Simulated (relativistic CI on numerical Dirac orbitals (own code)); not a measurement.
# Sn45+: sensitivity of the levels to the model

Base calculation: Dirac-Coulomb-Breit CI, orbitals from a KLI potential per configuration, a model potential for QED, unscaled Slater integrals.

Configuration list (outside the closed core 1s2): 2s²2p, 2s2p², 2p³, 2p²3s, 2p²3p, 2p²3d, 2s²3s, 2s²3p, 2s²3d, 2s2p3s, 2s2p3p, 2s2p3d, 2s²4s, 2s²4p, 2s²4d, 2s²4f. Levels of other configurations are missing.

Variants: (1) QED terms removed; (2) one mean potential for all configurations. Shifts of the energy above 2s²2p ²P°1/2, in eV, for the lowest level and the first level of each name with at least 55 % of one term (blank where a level changes its place among those of its configuration and J or its character, or is not in the variant):

```tsv
Level	Base	Δ(1)	Δ(2)
2s²2p ²P°1/2	0.00	0.00	0.00
2s2p² ⁴P1/2	145.32	+4.75	+0.11
2s²2p ²P°3/2	255.77	-0.36	+0.05
2s2p² ⁴P3/2	357.10	+4.30	+0.11
2s2p² ²D3/2	433.40	+4.32	+0.11
2s2p² ²P1/2	434.97	+4.34	+0.11
2s2p² ²S1/2	699.60	+3.87	+0.10
2s2p² ²P3/2	700.91	+3.88	+0.11
2p³ ²D°5/2	837.12	+8.67	+0.26
2p³ ²P°1/2	872.65	+8.64	+0.26
2s²3s ²S1/2	4362.19	-1.24	+0.23
2s²3p ²P°1/2	4413.36	+0.24	+0.22
2s2p3s ⁴P°1/2	4461.99	+3.36	+0.24
2s²3p ²P°3/2	4495.51	+1.15	+0.30
```

At this charge energies of transitions that change n are usually good to better than 1 %, and those within a shell (Δn = 0) to a few per cent.

Ionisation energy from the two ground configurations alone: base 7789.58 eV. The NIST ASD value (theoretical) is 7790 eV.

LS names give the leading component of a level, which can be under half, so a name can repeat, a term be missing and a line seem to break the LS rules.
